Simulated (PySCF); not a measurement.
**Excitation energy of Ba by level of theory**

Ba [Xe] 6s2 (1S) → Ba [Xe] 5d1 6s1 (3D), as a difference of total energies. All numbers are calculated (PySCF 2.14, the spin-free X2C one-electron Hamiltonian (Gaussian nucleus), in aug-cc-pVDZ-X2C (8s7p5d, 54 functions)). Correlated levels: valence: [Xe] frozen. The calculations carry no spin-orbit coupling.

Order these methods by the excitation energy they give, lowest first.
A. CCSD (valence)
B. SCS-MP2 (valence)
C. UHF
D. MP2 (valence)

C (6980.1 cm⁻¹), D (10145 cm⁻¹), B (10883 cm⁻¹), A (11881 cm⁻¹).

Errors of the correlated levels include the incompleteness of this basis and the frozen core.

With two correlated electrons CCSD is exact in that space.

For comparison: 9357.0 cm⁻¹ (measured; NIST levels, between the centres of gravity of the two terms).
